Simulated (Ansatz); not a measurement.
Mg2Al2. The state is a singlet with charge 0. Geometry PBE0-D4/def2-TZVP.

Cartesian coordinates in Å:
```
Al -0.3448 -0.9936 -1.2480
Al 1.5505 -0.2473 0.4429
Mg -1.0532 -0.4510 1.3801
Mg -0.1524 1.6918 -0.5750
```

The restricted singlet is unstable towards broken spin symmetry at other levels; at PBE-D4/def2-SVP, r2SCANh-D4/def2-TZVP, PBE0-D4/def2-TZVPD, CAM-B3LYP-D4/def2-TZVP this wasn't settled. At PBE-D4/def2-TZVP the restricted singlet is unstable: a solution with broken spin symmetry lies lower. The order of the spin states hangs on the level: the triplet lies 0.05 eV below the singlet at r2SCANh-D4/def2-TZVP, but 0.13 eV above it at PBE-D4/def2-TZVP. The structure comes from a short search, and lower isomers may exist.

Problem. Estimate the orbital energies around the gap (eV) in Ansatz with PBE-D4/def2-SVP, PBE-D4/def2-TZVP, r2SCANh-D4/def2-TZVP, PBE0-D4/def2-TZVPD, CAM-B3LYP-D4/def2-TZVP.

Solution. 
```
orbital  PBE-D4/def2-SVP  PBE-D4/def2-TZVP  r2SCANh-D4/def2-TZVP  PBE0-D4/def2-TZVPD  CAM-B3LYP-D4/def2-TZVP
 HOMO−5           -47.65            -47.27                -50.30              -51.44                  -52.80
 HOMO−4            -9.84             -9.75                -10.65              -11.17                  -12.77
 HOMO−3            -6.65             -6.64                 -7.12               -7.49                   -8.63
 HOMO−2            -5.73             -5.70                 -6.09               -6.38                   -7.28
 HOMO−1            -5.51             -5.48                 -5.85               -6.13                   -6.98
   HOMO            -3.54             -3.50                 -3.81               -4.09                   -4.91
   LUMO            -3.00             -2.97                 -2.73               -2.42                   -1.49
 LUMO+1            -2.85             -2.82                 -2.56               -2.29                   -1.38
 LUMO+2            -2.75             -2.72                 -2.47               -2.15                   -1.14
 LUMO+3            -2.58             -2.54                 -2.28               -1.95                   -0.93
 LUMO+4            -2.22             -2.19                 -1.92               -1.66                   -0.67
 LUMO+5             0.13             -0.02                  0.53                0.06                    1.37
```
